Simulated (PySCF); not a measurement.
Si3H10N2

The system: Si3H10N2, a small molecule; neutral, singlet. The structure, one conformer, was relaxed in the gas phase by PBE0-D3(BJ)/def2-SVP. No frequency run checks that it is a minimum.

SMILES: [SiH3]NN([SiH3])[SiH3]

Coordinates in Å:
```
Si1    -1.201   -1.639    0.051
N2     -0.524   -0.028   -0.097
Si3    -1.262    1.541    0.156
N4      0.735   -0.014   -0.743
Si5     2.215    0.072    0.172
H6     -2.499   -1.522    0.781
H7     -0.262   -2.525    0.803
H8     -1.438   -2.252   -1.294
H9     -2.553    1.326    0.872
H10    -1.521    2.231   -1.149
H11    -0.360    2.417    0.962
H12     0.695    0.101   -1.752
H13     2.345    1.330    0.974
H14     2.313   -1.076    1.121
H15     3.307    0.013   -0.844
```

Shieldings: GIAO PBE0/pcSseg-1. Shifts are against computed references at the same level: H TMS (σ 31.27 ppm), Si TMS (σ 352.0 ppm). Core levels by delta-SCF with SCAN, pcX-2 on the ionised atom and pcseg-1 elsewhere, spin-free X2C (2p3/2 is the spin-free 2p value less a third of a first-order spin-orbit splitting); from the vacuum level, for chosen atoms.

Question: Give the shieldings and core levels atom by atom.

Answer: 
```tsv
atoms	bonded to	σ (ppm)	δ (ppm)	core level (eV)
Si1	1 N + 3 H	402.0	-50.0	2p3/2 106.94
N2	1 N + 2 Si	228.3	-	1s 404.74
Si3	1 N + 3 H	403.2	-51.2	2p3/2 106.96
N4	1 N + 1 Si + 1 H	216.4	-	1s 405.21
Si5	1 N + 3 H	412.3	-60.3	2p3/2 107.04
H6 H7 H8	1 Si	26.60	4.67	-
H9 H10 H11	1 Si	26.58	4.69	-
H12	1 N	29.42	1.85	-
H13 H14 H15	1 Si	26.55	4.72	-
```

Values are those of this one static structure, with the three H of a rotating XH3 group averaged; atoms that internal rotation interchanges would show their mean in an NMR spectrum.

Question: By CAM-B3LYP/def2-SVPD (TDDFT singlets, Tamm-Dancoff triplets, ionisation by delta-SCF), where does absorption start, and what does vertical ionisation take?

Answer: The first singlet with intensity lies at 6.12 eV (f 0.003); what lies below it is dark. The lowest singlet lies at 5.86 eV (f 0.001), the strongest of the first 6 at 7.07 eV (f 0.038), the lowest triplet at 5.59 eV; vertical ionisation takes 8.98 eV.
